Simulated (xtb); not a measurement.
xtb input (GFN1-xTB):

```bash
xtb mol.xyz --gfn 1 --sp --chrg -1 --uhf 0
```
mol.xyz:
```
8

I      2.06232664    -0.38419301     0.06906732
C     -0.08611276    -0.14602554    -0.00981565
C     -0.95142075    -1.28535611    -0.09441934
C     -2.31223456    -1.07152382    -0.14168992
Se    -2.49458344     0.85449298    -0.06687269
C     -0.62595416     1.09604702     0.02092798
H     -0.52903329    -2.28590168    -0.11970208
H     -0.10410829     2.03652055     0.08278723
```

End of the output:

```
         :::::::::::::::::::::::::::::::::::::::::::::::::::::
         ::                     SUMMARY                     ::
         :::::::::::::::::::::::::::::::::::::::::::::::::::::
         :: total energy             -16.939066386712 Eh    ::
         :: gradient norm              0.048114158650 Eh/a0 ::
         :: HOMO-LUMO gap              2.701912222532 eV    ::
         ::.................................................::
         :: SCC energy               -17.087427274030 Eh    ::
         :: -> electrostatic           0.116104314412 Eh    ::
         :: repulsion energy           0.152807971580 Eh    ::
         :: dispersion energy         -0.004447084262 Eh    ::
         :: halogen bond corr.         0.000000000000 Eh    ::
         :: add. restraining           0.000000000000 Eh    ::
         :: total charge              -1.000000000000 e     ::
         :::::::::::::::::::::::::::::::::::::::::::::::::::::

           -------------------------------------------------
          |                Property Printout                |
           -------------------------------------------------

    * Orbital Energies and Occupations

         #    Occupation            Energy/Eh            Energy/eV
      -------------------------------------------------------------
         1        2.0000           -0.6764490             -18.4071
       ...           ...                  ...                  ...
         4        2.0000           -0.3989493             -10.8560
         5        2.0000           -0.3561271              -9.6907
         6        2.0000           -0.3389071              -9.2221
         7        2.0000           -0.3075132              -8.3679
         8        2.0000           -0.2833210              -7.7096
         9        2.0000           -0.2707313              -7.3670
        10        2.0000           -0.2444164              -6.6509
        11        2.0000           -0.2254803              -6.1356
        12        2.0000           -0.2195391              -5.9740
Note: The following floating-point exceptions are signalling: IEEE_UNDERFLOW_FLAG IEEE_DENORMAL
normal termination of xtb
        13        2.0000           -0.2104305              -5.7261
        14        2.0000           -0.1743111              -4.7432
        15        2.0000           -0.1692210              -4.6047
        16        2.0000           -0.1346182              -3.6631 (HOMO)
        17                         -0.0353247              -0.9612 (LUMO)
        18                         -0.0335041              -0.9117
        19                          0.0269128               0.7323
        20                          0.0359138               0.9773
        21                          0.0731707               1.9911
        22                          0.1011990               2.7538
        23                          0.1169981               3.1837
        24                          0.1249629               3.4004
        25                          0.1352871               3.6814
        26                          0.1563857               4.2555
        27                          0.1672400               4.5508
       ...                                ...                  ...
        38                          0.8459601              23.0197
      -------------------------------------------------------------
                  HL-Gap            0.0992934 Eh            2.7019 eV
             Fermi-level           -0.0849715 Eh           -2.3122 eV

  Mulliken/CM5 charges         n(s)   n(p)   n(d)
     1I    -0.19441 -0.17178   1.992  5.173  0.030
     2C    -0.00932 -0.03636   1.137  2.872  0.000
     3C    -0.07671 -0.12761   1.044  3.033  0.000
     4C    -0.44890 -0.45706   1.444  3.005  0.000
     5Se   -0.01554 -0.00677   1.950  4.068 -0.002
     6C    -0.16141 -0.21821   1.077  3.084  0.000
     7H    -0.05872 -0.00297   1.059  0.000  0.000
     8H    -0.03499  0.02077   1.035  0.000  0.000

Wiberg/Mayer (AO) data.
largest (>0.10) Wiberg bond orders for each atom

 ---------------------------------------------------------------------------
     #   Z sym  total        # sym  WBO       # sym  WBO       # sym  WBO
 ---------------------------------------------------------------------------
     1  53 I    1.100 --     2 C    0.925
     2   6 C    3.925 --     6 C    1.650     3 C    1.234     1 I    0.925
     3   6 C    3.969 --     4 C    1.677     2 C    1.234     7 H    0.972
     4   6 C    3.088 --     3 C    1.677     5 Se   1.152     6 C    0.155
     5  34 Se   2.413 --     4 C    1.152     6 C    1.080
     6   6 C    3.956 --     2 C    1.650     5 Se   1.080     8 H    0.989
                             4 C    0.155
     7   1 H    1.034 --     3 C    0.972
     8   1 H    1.018 --     6 C    0.989
 ---------------------------------------------------------------------------

Topologies differ in total number of bonds
Writing topology from bond orders to xtbtopo.mol

 dipole moment from electron density (au)
     X       Y       Z
   2.5144   1.4412   0.1659  total (Debye):    7.378

           -------------------------------------------------
          | TOTAL ENERGY              -16.939066386712 Eh   |
          | GRADIENT NORM               0.048114158650 Eh/α |
          | HOMO-LUMO GAP               2.701912222532 eV   |
           -------------------------------------------------

------------------------------------------------------------------------
------------------------------------------------------------------------
 total:
 SCF:
```

It need not be the lowest isomer of its formula. Whether it binds its extra electron was not tested at this geometry.
